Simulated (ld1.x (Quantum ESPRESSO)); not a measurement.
Au (Z = 79): excitation energies, all-electron against PAW

Au, PAW, made with ld1.x (Quantum ESPRESSO) 7.5 (PBE, fully relativistic). Core [Kr] 4d10 4f14, reference 5s2 5p6 5d10 6s0.75 6p0 (charge +0.25). Waves: 5s (bound): rcut 1.20, rcutus 1.30 bohr; 6s (bound): rcut 1.20, rcutus 1.30 bohr; 5p (bound): rcut 1.45, rcutus 1.65 bohr; 6p (bound, empty): rcut 1.45, rcutus 1.65 bohr; 5d (bound): rcut 1.90, rcutus 2.05 bohr; 5d channel at 0.4 Ry: rcut 1.90, rcutus 2.05 bohr. Local part: all-electron potential smoothed inside 1.55 bohr (lloc = -2). Core correction: Bessel-smoothed model core, default radius (core density twice the valence density). Augmentation charge: PSQ, inside the norm-conserving radii.

Open shells are filled in proportion to 2j + 1 (rel_dist='average').

Energies are relative to the spin-unpolarised reference configuration 5s2 5p6 5d10 6s0.75 6p0; without spin polarisation the order of configurations can differ from experiment.

```tsv
valence configuration	charge	ΔE all-electron (eV)	error AE − PS (meV)
5s2 5p6 5d10 6s1 6p0	0	-1.665	-0.1
5s2 5p6 5d10 6s0 6p0	+1	7.761	+0.1
5s2 5p6 5d9 6s0 6p0	+2	28.990	-0.6
5s2 5p6 5d9 6s2 6p0	0	0.046	-0.7
5s1 5p6 5d10 6s1 6p0	+1	113.381	-78
```

Task: What are ΔE and the potential's error for 5s2 5p6 5d7 6s0 6p0?

Result: ΔE = 110.560 eV all-electron; the error (AE − PS) is -23 meV.

Task: What are ΔE and the potential's error for 5s2 5p5 5d10 6s1 6p0?

Result: ΔE = 65.569 eV all-electron; the error (AE − PS) is -27 meV.

The ghost test of this file was not conclusive.
